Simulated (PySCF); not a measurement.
# Fine-structure interval of Ti³⁺ by level of theory

Ti³⁺ [Ar] 3d1 [3d3/2^1, M_J = 3/2] → Ti³⁺ [Ar] 3d1 [3d5/2^1, M_J = 5/2], as a difference of total energies. Computed with PySCF 2.14 in x2c-QZVPPall-2c (11s9p5d3f2g, 102 functions), with the two-component X2C-1e Hamiltonian. Correlated levels: [Ne] frozen; the 8 highest virtual spinors dropped. "Screened" scales the spin-orbit matrix elements by Boettger's factors to mimic the two-electron term; Breit and QED terms are absent.

| method | fine-structure interval (cm⁻¹) |
| --- | --- |
| GHF (screened spin-orbit) | 600.06 |
| GMP2 (screened spin-orbit) | 238.92 |
| GHF (bare spin-orbit) | 948.25 |

GHF and GMP2 differ strongly here because the two determinants are spin-polarised to different degrees; the interval is a small difference of such terms.
